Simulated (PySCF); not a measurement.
# Reading the logs of faulty runs: GeH5N2 anion

All numbers below are calculated, not measured. The program is PySCF 2.14.0, an open-source quantum chemistry code, run on an isolated molecule that a program drew, which may never have been made. The molecule is GeH5N2 anion (charge -1, singlet), drawn as the SMILES string `[NH2][GeH-][NH2]`.

Each row is a Hartree-Fock (HF) and frozen-core CCSD(T) single point in the aug-cc-pVDZ basis, meant for a local HF minimum. Run 1 is clean. Each other run has one planted mistake out of seven kinds, and not every kind appears here: one electron removed, one electron added, multiplicity raised by two, geometry at a saddle point, minimal basis STO-3G, one bond length entered in bohr, all coordinates scaled. The reference is restricted for singlets and unrestricted otherwise, and also for a bond in bohr. Adding or removing an electron swaps singlet and doublet. Electrons count all cores. HOMO and LUMO are orbital energies over both spins, the gradient is its largest component, and the lowest frequency (negative if imaginary) is given only where the gradient is small. Bond lengths are over the 7 bonds as drawn. T1 is the CCSD diagnostic: over 0.02 (restricted) or 0.045 (unrestricted) a single reference is doubtful. Germanium has the aug-cc-pVDZ-PP basis, with a core potential (ECP10MDF) in place of its 10 inner electrons, and its 3s, 3p and 3d shells are frozen in CCSD(T).

Geometry of the clean run:
```xyz
8
GeH5N2 anion, angstrom
N    -0.2998   -0.1774    0.1235
Ge   -2.1013    0.0850   -0.5755
N    -2.7894   -1.7637   -0.4647
H    -0.3367   -0.2363    1.1271
H     0.0968   -1.0503   -0.1858
H    -1.6322    0.0051   -2.1244
H    -2.6495   -2.3023   -1.3026
H    -3.7790   -1.7643   -0.2891
```

| run | electrons | basis functions | <S^2> | HOMO (eV) | LUMO (eV) | gradient (hartree/bohr) | lowest frequency (cm^-1) | mean bond (Å) | longest bond (Å) | T1 | HF (hartree) | CCSD(T) (hartree) | mistake |
|---|---|---|---|---|---|---|---|---|---|---|---|---|---|
| 1 | 52 | 123 | 0.000 | -2.33 | 3.93 | 2.5e-05 | 112 | 1.3672 | 1.976 | 0.0156 | -405.20910 | -405.75366 | no fault |
| 2 | 51 | 123 | 0.757 | -10.14 | -0.43 | 7.4e-02 | - | 1.3672 | 1.976 | 0.0179 | -405.16297 | -405.67643 | one electron removed |
| 3 | 52 | 123 | 0.000 | -2.31 | 3.94 | 5.8e-05 | -103 | 1.3671 | 1.955 | 0.0155 | -405.20586 | -405.74995 | geometry at a saddle point |
| 4 | 52 | 123 | 0.812 | -2.56 | 3.86 | 1.3e-02 | - | 1.4953 | 1.976 | 0.0642 | -405.09246 | -405.63076 | one bond length entered in bohr |
| 5 | 52 | 123 | 2.006 | 0.74 | 2.98 | 7.1e-02 | - | 1.3672 | 1.976 | 0.0556 | -405.13425 | -405.65642 | ? |

**Which mistake was planted in run 5, and what did it cost?**

Electrons, basis and geometry are unchanged, and <S^2> is 2.006, beside S(S+1) = 2.00 for a multiplicity of 3. So the mistake is: multiplicity raised by two. Subtracting run 1 and multiplying by 627.51 kcal/mol a hartree, the energy moved by 47.0 kcal/mol in HF and 61.0 kcal/mol in CCSD(T).

Cautions from the logs. Run 4: T1 is over the limit, so its CCSD(T) energy is less reliable; run 5: T1 is over the limit, so its CCSD(T) energy is less reliable and the HOMO is above zero, so the electron isn't bound and the energy depends on the basis.
